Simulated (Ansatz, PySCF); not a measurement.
Ligand exchange on a metal centre used in film growth or etching (Zr F-H). Gas-phase values, no solvent.

Quantity: redistribution energy (mixed species minus the weighted end members), in eV.

Level 1: frozen-core CCSD(T)/def2-TZVPP // BP86-D3(BJ)/def2-SVP (Ansatz, an electronic-structure program)
Level 2: B3LYP-D3(BJ)/def2-TZVP // BP86-D3(BJ)/def2-SVP (PySCF)
Level 3: PBE-D3(BJ)/def2-TZVP // BP86-D3(BJ)/def2-SVP (PySCF)
Level 4: HF/def2-TZVPP // BP86-D3(BJ)/def2-SVP (Ansatz)

| species | level 2 | level 3 | level 4 |
|---|---|---|---|
| 1 of 4 F replaced by H: [Zr(F)3(H)] | -0.180 | -0.192 | -0.147 |
| 3 of 4 F replaced by H: [Zr(F)(H)3] | -0.154 | -0.172 | -0.129 |
| 2 of 4 F replaced by H: [Zr(F)2(H)2] | -0.219 | -0.236 | -0.187 |

**Question.** What does level 1 give for each?

**Answer.** 
- 1 of 4 F replaced by H: [Zr(F)3(H)]: -0.186
- 3 of 4 F replaced by H: [Zr(F)(H)3]: -0.167
- 2 of 4 F replaced by H: [Zr(F)2(H)2]: -0.231
